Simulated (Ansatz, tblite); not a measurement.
Removing an electron: Ge(vinyl)3(NHtBu) (C10H19GeN). Charge 0, multiplicity 1. Geometry: PBE-D4/def2-SVP. Ansatz, gas phase; energy differences of separate SCF runs; the oxidised species was run as a doublet alone.

```xyz
31

Ge    0.771    0.551    0.791
C     0.237    1.448    2.448
C     0.566    1.029    3.684
H    -0.351    2.379    2.336
H     1.159    0.112    3.850
H     0.254    1.579    4.590
C     1.563   -1.199    1.210
C     0.981   -2.114    2.011
H     2.547   -1.435    0.763
H    -0.001   -1.934    2.485
H     1.450   -3.089    2.229
C     2.085    1.636   -0.172
C     1.734    2.464   -1.173
H     3.141    1.591    0.153
H     0.682    2.531   -1.504
H     2.467    3.101   -1.698
N    -0.793    0.539   -0.218
C    -1.152   -0.413   -1.284
C    -1.794   -1.691   -0.700
C    -2.161    0.288   -2.216
C     0.103   -0.792   -2.087
H    -1.608    0.745    0.371
H    -2.105   -2.397   -1.498
H    -1.082   -2.215   -0.032
H    -2.698   -1.436   -0.106
H    -3.065    0.599   -1.652
H    -2.491   -0.383   -3.037
H    -1.709    1.197   -2.661
H     0.838   -1.331   -1.454
H     0.598    0.106   -2.503
H    -0.166   -1.465   -2.925
```

The xTB rows come from tblite.

```csv
level,−HOMO (eV),vertical IE (eV),−LUMO (eV),HOMO–LUMO gap (eV)
GFN1-xTB,10.45,13.10,7.30,3.15
PBE0-D4/def2-SVP,6.23,7.89,0.53,5.71
```

Problem. Estimate the rows for GFN2-xTB, PBE-D4/def2-SVP.

Solution. 
```csv
level,−HOMO (eV),vertical IE (eV),−LUMO (eV),HOMO–LUMO gap (eV)
GFN2-xTB,9.52,12.25,6.31,3.21
PBE-D4/def2-SVP,4.87,7.65,1.46,3.40
```

Relaxing the oxidised species (PBE-D4/def2-SVP) changes its energy by -0.45 eV at PBE-D4/def2-SVP, so the adiabatic ionisation energy to this nearest minimum is 7.20 eV. At PBE0-D4/def2-SVP it is 7.34 eV.   Raw xTB energy differences between charge states are shifted by several eV; the methods need an empirical correction for them.
